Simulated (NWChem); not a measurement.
BGeH₄OCl; SMILES [GeH3][B](O)Cl

```xyz
8

B      0.4902     0.6449     0.0045
Cl    -0.7038     1.9759     0.0513
Ge    -0.1684    -1.3227     0.0012
H     -1.0170    -1.6072     1.2691
H     -1.0863    -1.5801    -1.2234
H      1.0000    -2.3410    -0.0423
O      1.8110     0.9305    -0.0284
H      1.9860     1.8940    -0.0227
```
Atoms are numbered in this order, from 1.

Results from NWChem. Coordinates come from a PBE-D3(BJ)/def2-SVP optimisation. Static field.

For level B3LYP/def2-SVPD:

| Quantity | Result |
|---|---|
| isotropic polarisability (bohr³) | 67.5 |
| anisotropy (bohr³) | 22.0 |

Question: How do the values read with level PBE/def2-SVPD instead?

Answer: The isotropic polarisability (bohr³) comes out as 70.0 and the anisotropy (bohr³) comes out as 24.2.
